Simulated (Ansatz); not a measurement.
Geometry optimisation of Ge24PH34.

```yaml
crystal:
  periodic: [false, false, false]
  atoms:
    - {symbol: Ge, position_ang: [-2.104600, -2.097400, -0.714300]}
    - {symbol: Ge, position_ang: [-2.129300, -2.096200, 4.945500]}
    - {symbol: Ge, position_ang: [-2.117800, 0.728000, -3.542800]}
    - {symbol: Ge, position_ang: [-2.105400, 0.719700, 2.118000]}
    - {symbol: Ge, position_ang: [0.708200, -2.112200, -3.555500]}
    - {symbol: Ge, position_ang: [0.728200, -2.109200, 2.105400]}
    - {symbol: Ge, position_ang: [0.707500, 0.715400, -6.377100]}
    - {symbol: Ge, position_ang: [0.715100, 3.567600, -3.533100]}
    - {symbol: Ge, position_ang: [3.507600, 0.690900, -3.550900]}
    - {symbol: Ge, position_ang: [0.712900, 3.551400, 2.113000]}
    - {symbol: Ge, position_ang: [3.580000, 0.702600, 2.104100]}
    - {symbol: Ge, position_ang: [0.749900, 0.728900, 4.948700]}
    - {symbol: Ge, position_ang: [-3.532000, -0.720000, -2.131200]}
    - {symbol: Ge, position_ang: [-0.693600, -3.542700, -2.144000]}
    - {symbol: Ge, position_ang: [-0.696300, -0.709400, -4.964200]}
    - {symbol: Ge, position_ang: [-3.522800, -0.694700, 3.516700]}
    - {symbol: Ge, position_ang: [-0.686400, -3.510900, 3.529100]}
    - {symbol: P, position_ang: [-0.707500, -0.684300, 0.687700]}
    - {symbol: Ge, position_ang: [-0.682100, -0.711300, 6.367000]}
    - {symbol: Ge, position_ang: [-0.695600, 2.115000, -2.138400]}
    - {symbol: Ge, position_ang: [-0.694500, 2.137800, 3.509500]}
    - {symbol: Ge, position_ang: [2.117100, -0.692300, -2.140700]}
    - {symbol: Ge, position_ang: [2.137300, -0.683900, 3.499500]}
    - {symbol: Ge, position_ang: [2.137600, 2.152100, -4.967200]}
    - {symbol: Ge, position_ang: [2.121600, 2.145000, 0.699100]}
    - {symbol: H, position_ang: [-2.973900, -2.992500, 0.136100]}
    - {symbol: H, position_ang: [-2.989000, -2.994000, 5.828000]}
    - {symbol: H, position_ang: [-2.984400, 1.572300, -4.443700]}
    - {symbol: H, position_ang: [-2.974100, 1.607000, 1.222600]}
    - {symbol: H, position_ang: [1.596800, -2.980700, -4.418800]}
    - {symbol: H, position_ang: [1.610000, -2.983500, 1.230800]}
    - {symbol: H, position_ang: [-0.162200, 1.612600, -7.288600]}
    - {symbol: H, position_ang: [1.594700, -0.157800, -7.276200]}
    - {symbol: H, position_ang: [-0.153300, 4.416000, -4.412900]}
    - {symbol: H, position_ang: [1.594900, 4.435800, -2.652400]}
    - {symbol: H, position_ang: [4.431600, -0.171500, -4.448500]}
    - {symbol: H, position_ang: [4.452100, 1.595100, -2.681000]}
    - {symbol: H, position_ang: [-0.156200, 4.422900, 1.245000]}
    - {symbol: H, position_ang: [1.597300, 4.426000, 2.976600]}
    - {symbol: H, position_ang: [4.432900, -0.173800, 1.242200]}
    - {symbol: H, position_ang: [4.448700, 1.573900, 2.950300]}
    - {symbol: H, position_ang: [1.606100, 1.635000, 5.801300]}
    - {symbol: H, position_ang: [-4.420600, -1.564000, -3.023900]}
    - {symbol: H, position_ang: [-4.409400, 0.177100, -1.248200]}
    - {symbol: H, position_ang: [-1.578900, -4.397700, -3.014000]}
    - {symbol: H, position_ang: [0.169600, -4.406600, -1.270400]}
    - {symbol: H, position_ang: [-1.572700, -1.589700, -5.856700]}
    - {symbol: H, position_ang: [-4.380000, -1.573600, 2.645900]}
    - {symbol: H, position_ang: [-4.394200, 0.176000, 4.398400]}
    - {symbol: H, position_ang: [-1.566500, -4.397600, 2.629300]}
    - {symbol: H, position_ang: [0.194800, -4.410700, 4.386000]}
    - {symbol: H, position_ang: [-1.586300, 0.176500, 7.255200]}
    - {symbol: H, position_ang: [0.164700, -1.570400, 7.198800]}
    - {symbol: H, position_ang: [-1.572900, 3.024800, -1.259700]}
    - {symbol: H, position_ang: [-1.582300, 3.014800, 4.412300]}
    - {symbol: H, position_ang: [3.021300, -1.543200, -1.253000]}
    - {symbol: H, position_ang: [3.002400, -1.574700, 4.400700]}
    - {symbol: H, position_ang: [3.012900, 3.010900, -5.837700]}
    - {symbol: H, position_ang: [2.986200, 3.023800, -0.190900]}
basis:
  gaussian: {orbitals: def2-SVP, fitting: {mean_field: def2-universal-jkfit}}
magnetization: {spin_polarized: true, initial_magnetization: 1}
hamiltonian: {xc: pbe, dispersion: d4}
scf: {lower_state_search: "off"}
output: {orbitals: {seedname: orbitals}}
relax: {f_tol: 0.03, max_steps: 70}
```

```sh
$ ansatz run in.yaml --threads 11 --pin off --events-out ev --progress --plain --max-ram 174080MiB --backend cuda --devices 0, --max-vram 75GiB
```

It prints (some lines left out):

```
Functional definition: PBE
mean field -1365906.16301195 eV, -50196.1256462388 hartree, gradient 2.5e-6 eV, S^2 1.225397; 0 other end points of the search recorded, 0 dependent functions left out
relax step   1: F+E_penalty+E_count = -1365910.32135330 eV  Δ(F+E_penalty+E_count) = +0.000e0 eV  max|allowed force component| = 1.474e0 eV/Å  Δτ_max = 0.0000 Å  (36 SCF iters, accepted)
mean field -1365907.15010180 eV, -50196.1619211219 hartree, gradient 2.1e-6 eV, S^2 0.955127; 0 other end points of the search recorded, 0 dependent functions left out
relax step   2: F+E_penalty+E_count = -1365911.40507755 eV  Δ(F+E_penalty+E_count) = -1.084e0 eV  max|allowed force component| = 4.584e-1 eV/Å  Δτ_max = 0.1975 Å  (34 SCF iters, accepted)
mean field -1365907.58114846 eV, -50196.1777617942 hartree, gradient 2.6e-6 eV, S^2 0.805438; 0 other end points of the search recorded, 0 dependent functions left out
relax step   3: F+E_penalty+E_count = -1365911.90374212 eV  Δ(F+E_penalty+E_count) = -4.987e-1 eV  max|allowed force component| = 5.680e-1 eV/Å  Δτ_max = 0.1945 Å  (31 SCF iters, accepted)
mean field -1365907.91073216 eV, -50196.1898737719 hartree, gradient 2.9e-6 eV, S^2 0.767754; 0 other end points of the search recorded, 0 dependent functions left out
relax step   4: F+E_penalty+E_count = -1365912.28635063 eV  Δ(F+E_penalty+E_count) = -3.826e-1 eV  max|allowed force component| = 5.049e-1 eV/Å  Δτ_max = 0.1946 Å  (28 SCF iters, accepted)
mean field -1365908.26193947 eV, -50196.2027804026 hartree, gradient 2.4e-6 eV, S^2 0.756794; 0 other end points of the search recorded, 0 dependent functions left out
relax step   5: F+E_penalty+E_count = -1365912.63989973 eV  Δ(F+E_penalty+E_count) = -3.535e-1 eV  max|allowed force component| = 2.743e-1 eV/Å  Δτ_max = 0.1947 Å  (27 SCF iters, accepted)
mean field -1365908.64391957 eV, -50196.2168179122 hartree, gradient 3.0e-6 eV, S^2 0.753328; 0 other end points of the search recorded, 0 dependent functions left out
relax step   6: F+E_penalty+E_count = -1365913.01862058 eV  Δ(F+E_penalty+E_count) = -3.787e-1 eV  max|allowed force component| = 2.575e-1 eV/Å  Δτ_max = 0.2000 Å  (26 SCF iters, accepted)
mean field -1365908.82318968 eV, -50196.2234059672 hartree, gradient 8.7e-6 eV, S^2 0.752243; 0 other end points of the search recorded, 0 dependent functions left out
relax step   7: F+E_penalty+E_count = -1365913.23763529 eV  Δ(F+E_penalty+E_count) = -2.190e-1 eV  max|allowed force component| = 2.179e-1 eV/Å  Δτ_max = 0.1971 Å  (23 SCF iters, accepted)
mean field -1365908.87910923 eV, -50196.2254609731 hartree, gradient 6.2e-6 eV, S^2 0.751980; 0 other end points of the search recorded, 0 dependent functions left out
relax step   8: F+E_penalty+E_count = -1365913.31956583 eV  Δ(F+E_penalty+E_count) = -8.193e-2 eV  max|allowed force component| = 1.138e-1 eV/Å  Δτ_max = 0.1933 Å  (23 SCF iters, accepted)
mean field -1365908.90428065 eV, -50196.2263860056 hartree, gradient 2.2e-6 eV, S^2 0.751977; 0 other end points of the search recorded, 0 dependent functions left out
relax step   9: F+E_penalty+E_count = -1365913.35798624 eV  Δ(F+E_penalty+E_count) = -3.842e-2 eV  max|allowed force component| = 5.919e-2 eV/Å  Δτ_max = 0.1045 Å  (22 SCF iters, accepted)
mean field -1365908.90464380 eV, -50196.2263993510 hartree, gradient 2.4e-6 eV, S^2 0.751988; 0 other end points of the search recorded, 0 dependent functions left out
relax step  10: F+E_penalty+E_count = -1365913.36716758 eV  Δ(F+E_penalty+E_count) = -9.181e-3 eV  max|allowed force component| = 4.657e-2 eV/Å  Δτ_max = 0.0535 Å  (21 SCF iters, accepted)
mean field -1365908.89653453 eV, -50196.2261013408 hartree, gradient 1.6e-6 eV, S^2 0.751975; 0 other end points of the search recorded, 0 dependent functions left out
relax step  11: F+E_penalty+E_count = -1365913.37039980 eV  Δ(F+E_penalty+E_count) = -3.232e-3 eV  max|allowed force component| = 3.120e-2 eV/Å  Δτ_max = 0.0447 Å  (23 SCF iters, accepted)
mean field -1365908.89302494 eV, -50196.2259723658 hartree, gradient 1.8e-6 eV, S^2 0.751982; 0 other end points of the search recorded, 0 dependent functions left out
relax step  12: F+E_penalty+E_count = -1365913.37138258 eV  Δ(F+E_penalty+E_count) = -9.828e-4 eV  max|allowed force component| = 1.692e-2 eV/Å  Δτ_max = 0.0220 Å  (22 SCF iters, accepted)
Total energy: -1365913.37149102 eV, -50196.3905529585 hartree
Atom 0 at    -2.169794    -2.153230    -0.483232 Å, force     0.006546     0.008069     0.016919 eV/Å
Atom 1 at    -2.137794    -2.158469     4.885932 Å, force     0.001896     0.000518     0.004645 eV/Å
Atom 2 at    -1.910949     0.811350    -3.048189 Å, force     0.004083     0.001171     0.001913 eV/Å
Atom 3 at    -2.168028     0.512178     1.970783 Å, force     0.011657    -0.006767    -0.009246 eV/Å
Atom 4 at     0.803796    -1.907453    -3.034855 Å, force     0.002784    -0.000339     0.000774 eV/Å
Atom 5 at     0.512555    -2.151680     1.951770 Å, force    -0.006990     0.009951    -0.010654 eV/Å
Atom 6 at     0.808229     0.796141    -6.022933 Å, force     0.003432     0.004748    -0.001364 eV/Å
Atom 7 at     0.745510     3.671327    -3.327728 Å, force    -0.003577     0.006960    -0.002931 eV/Å
Atom 8 at     3.668033     0.744453    -3.312837 Å, force     0.005915    -0.004810    -0.003824 eV/Å
Atom 9 at     0.717046     3.209326     1.543833 Å, force    -0.006442     0.009541    -0.007101 eV/Å
Atom 10 at     3.220037     0.729696     1.539256 Å, force     0.005312    -0.000528    -0.005719 eV/Å
Atom 11 at     0.710222     0.701743     4.645908 Å, force     0.002444     0.002670     0.000495 eV/Å
Atom 12 at    -3.494963    -0.645916    -1.876322 Å, force    -0.009523    -0.001049    -0.004792 eV/Å
Atom 13 at    -0.662373    -3.486786    -1.867703 Å, force     0.000696    -0.006946    -0.001437 eV/Å
Atom 14 at    -0.577532    -0.579470    -4.548324 Å, force     0.001744     0.002927    -0.006326 eV/Å
Atom 15 at    -3.593541    -0.830914     3.441165 Å, force    -0.000844     0.004264    -0.001472 eV/Å
Atom 16 at    -0.813158    -3.595262     3.419643 Å, force     0.002431    -0.002564    -0.000573 eV/Å
Atom 17 at    -0.693612    -0.674712     0.579724 Å, force    -0.008068    -0.009385     0.001741 eV/Å
Atom 18 at    -0.654844    -0.671608     6.147850 Å, force    -0.001697    -0.001031     0.005000 eV/Å
Atom 19 at    -0.432475     2.246974    -1.698445 Å, force     0.005783    -0.006702     0.011035 eV/Å
Atom 20 at    -0.703900     2.056828     3.175226 Å, force     0.004199    -0.007369    -0.003272 eV/Å
Atom 21 at     2.237079    -0.427181    -1.684581 Å, force    -0.005618     0.000759     0.006249 eV/Å
Atom 22 at     2.064138    -0.699279     3.161863 Å, force    -0.003795     0.001930    -0.001947 eV/Å
Atom 23 at     2.235864     2.230163    -4.642628 Å, force     0.000073    -0.000106     0.001194 eV/Å
Atom 24 at     1.649368     1.657038    -0.282632 Å, force     0.003979     0.003438    -0.006167 eV/Å
Atom 25 at    -3.016811    -2.993452     0.523379 Å, force     0.002029     0.000780    -0.001469 eV/Å
Atom 26 at    -2.982963    -3.016577     5.878533 Å, force    -0.000242     0.000759    -0.001042 eV/Å
Atom 27 at    -2.740953     1.840520    -3.887789 Å, force     0.000614     0.001267     0.003023 eV/Å
Atom 28 at    -3.042794     1.308717     0.951717 Å, force     0.000881     0.000825     0.001111 eV/Å
Atom 29 at     1.838357    -2.741259    -3.864414 Å, force    -0.000454     0.003004     0.004388 eV/Å
Atom 30 at     1.303757    -3.015642     0.919525 Å, force     0.001402     0.000083     0.001191 eV/Å
Atom 31 at    -0.113847     1.651031    -6.942190 Å, force    -0.000252    -0.000279    -0.001071 eV/Å
Atom 32 at     1.667899    -0.131596    -6.931889 Å, force    -0.000488    -0.001477    -0.001497 eV/Å
Atom 33 at    -0.245263     4.364149    -4.315602 Å, force     0.003198    -0.002421     0.003636 eV/Å
Atom 34 at     1.557583     4.783411    -2.601426 Å, force    -0.002668    -0.004084    -0.003328 eV/Å
Atom 35 at     4.364847    -0.251902    -4.292145 Å, force    -0.002375     0.001936     0.003716 eV/Å
Atom 36 at     4.777296     1.557838    -2.584107 Å, force    -0.001942    -0.001229    -0.002169 eV/Å
Atom 37 at    -0.038117     4.408267     0.892348 Å, force    -0.003108    -0.006206    -0.000416 eV/Å
Atom 38 at     1.957777     3.789698     2.292311 Å, force     0.005549     0.004434     0.003877 eV/Å
Atom 39 at     4.421055    -0.022567     0.887577 Å, force    -0.007925    -0.000427     0.001143 eV/Å
Atom 40 at     3.796785     1.970331     2.291614 Å, force     0.003011    -0.000316     0.002726 eV/Å
Atom 41 at     1.639866     1.632679     5.485725 Å, force     0.000713     0.001038     0.001439 eV/Å
Atom 42 at    -4.295761    -1.457858    -2.937512 Å, force     0.000976    -0.000218     0.000812 eV/Å
Atom 43 at    -4.513503     0.155089    -1.015952 Å, force     0.001458     0.000434    -0.001609 eV/Å
Atom 44 at    -1.474035    -4.283681    -2.931594 Å, force    -0.001999    -0.000714    -0.003309 eV/Å
Atom 45 at     0.130784    -4.508872    -1.004477 Å, force    -0.000005     0.001081    -0.001598 eV/Å
Atom 46 at    -1.519876    -1.525699    -5.357193 Å, force    -0.000135    -0.000353    -0.001133 eV/Å
Atom 47 at    -4.520341    -1.755331     2.599685 Å, force    -0.000314    -0.000183     0.001332 eV/Å
Atom 48 at    -4.496337     0.122153     4.279525 Å, force     0.001306     0.000134    -0.001053 eV/Å
Atom 49 at    -1.739919    -4.519242     2.577518 Å, force    -0.000253     0.000062     0.001371 eV/Å
Atom 50 at     0.149792    -4.500766     4.243641 Å, force    -0.000061     0.001086    -0.000613 eV/Å
Atom 51 at    -1.512542     0.251170     7.064354 Å, force     0.000484    -0.000880     0.000683 eV/Å
Atom 52 at     0.270002    -1.524534     7.066597 Å, force     0.000026     0.000408    -0.000803 eV/Å
Atom 53 at    -1.380616     3.123321    -0.811956 Å, force     0.000382    -0.002189    -0.001271 eV/Å
Atom 54 at    -1.551759     3.072484     4.004340 Å, force    -0.002800    -0.000724     0.000534 eV/Å
Atom 55 at     3.110060    -1.373845    -0.793494 Å, force    -0.002891     0.000673    -0.000623 eV/Å
Atom 56 at     3.074398    -1.560711     3.984028 Å, force    -0.001923    -0.000736    -0.000211 eV/Å
Atom 57 at     3.120484     3.105792    -5.585881 Å, force    -0.000143     0.001466     0.002581 eV/Å
Atom 58 at     2.660981     2.670028    -0.950539 Å, force    -0.008471    -0.006382     0.006512 eV/Å
Dipole moment:    -0.209312    -0.210075     0.281893 e Å
Checks for a lower state left out: stability, starts, cluster_reference, orbital_swaps, neighbouring_geometries, increment
```

It took 2.2 min on 11 threads of AMD EPYC 7R13 on a shared host and a whole NVIDIA H100 80GB HBM3, peak host memory 2 GiB.

Single mean-field runs in def2-SVP are fitted with def2-universal-jkfit.
